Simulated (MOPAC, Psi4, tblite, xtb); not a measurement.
Dimer H4Si ··· Li+ (SMILES [SiH4] and [Li+]) (charge +1) at R = 3.56 Å between the centres of mass, closest contact 2.08 Å (lowest of the rigid-body minima from ten starts at GFN2-xTB). Geometry in Å and degrees:

```
Si
H 1 1.4803
H 1 1.4803 2 109.47
H 1 1.4803 2 109.47 3 120.00
H 1 1.4804 2 109.47 3 -120.00
Li 2 2.0845 3 144.72 1 -179.99
```

GFN2-xTB (tblite); SAPT0/jun-cc-pVDZ, all electrons correlated (Psi4); BLYP/def2-TZVP, counterpoise-corrected (Psi4); BLYP-D3(BJ)/def2-TZVP, counterpoise-corrected (Psi4); PBE/def2-TZVP, counterpoise-corrected (Psi4); PBE-D3(BJ)/def2-TZVP, counterpoise-corrected (Psi4); HF/aug-cc-pVTZ, counterpoise-corrected (Psi4); MP2/aug-cc-pVTZ = DF-MP2/aug-cc-pVTZ, all electrons correlated, counterpoise-corrected (Psi4 1.11); SCS-MP2/aug-cc-pVTZ = Psi4 with DF-SCS-MP2/aug-cc-pVTZ, all electrons correlated, counterpoise-corrected; MP2/aug-cc-pVDZ = DF-MP2/aug-cc-pVDZ, all electrons correlated, counterpoise-corrected run with Psi4; CCSD/aug-cc-pVDZ = DF-CCSD/aug-cc-pVDZ, all electrons correlated, counterpoise-corrected (Psi4); CCSD(T)/aug-cc-pVDZ = DF-CCSD(T)/aug-cc-pVDZ, all electrons correlated, counterpoise-corrected in Psi4; PM3, restricted, heats of formation (MOPAC); PM6, restricted, heats of formation (MOPAC); GFN1-xTB (xtb).

What interaction energy does each level give?


```json
[
 {"method": "GFN1-xTB", "E_int / kcal/mol": "-25.26"},
 {"method": "PM3", "E_int / kcal/mol": "-20.84"},
 {"method": "GFN2-xTB", "E_int / kcal/mol": "-18.78"},
 {"method": "BLYP-D3(BJ)/def2-TZVP", "E_int / kcal/mol": "-13.45"},
 {"method": "PBE-D3(BJ)/def2-TZVP", "E_int / kcal/mol": "-11.55"},
 {"method": "BLYP/def2-TZVP", "E_int / kcal/mol": "-10.71"},
 {"method": "PBE/def2-TZVP", "E_int / kcal/mol": "-10.38"},
 {"method": "SCS-MP2/aug-cc-pVTZ", "E_int / kcal/mol": "-9.82"},
 {"method": "MP2/aug-cc-pVTZ", "E_int / kcal/mol": "-9.73"},
 {"method": "HF/aug-cc-pVTZ", "E_int / kcal/mol": "-9.73"},
 {"method": "CCSD/aug-cc-pVDZ", "E_int / kcal/mol": "-9.66"},
 {"method": "CCSD(T)/aug-cc-pVDZ", "E_int / kcal/mol": "-9.64"},
 {"method": "MP2/aug-cc-pVDZ", "E_int / kcal/mol": "-9.57"},
 {"method": "SAPT0/jun-cc-pVDZ", "E_int / kcal/mol": "-9.21"},
 {"method": "PM6", "E_int / kcal/mol": "-6.11"}
]
```
